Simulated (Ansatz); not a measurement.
CH5AlN2O (`C=[N][Al]([NH2])[OH]`), charge 0, multiplicity 1.

Question: Give a relaxed structure at PBE0-D4/def2-TZVP (Ansatz). (Best estimate.)

Answer: Computed: 
Z-matrix (Å, degrees):
```
C
N 1 1.242
H 1 1.104 2 123.5
H 1 1.103 2 122.1 3 -179.9
Al 2 1.751 1 164.2 3 0.4
O 5 1.695 2 117.4 1 87.9
N 5 1.764 2 119.7 1 -95.1
H 6 0.954 5 124.1 2 171.9
H 7 1.006 5 125.6 2 -178.7
H 7 1.006 5 124.1 2 0.5
```
This is one stationary point; other conformers may exist.
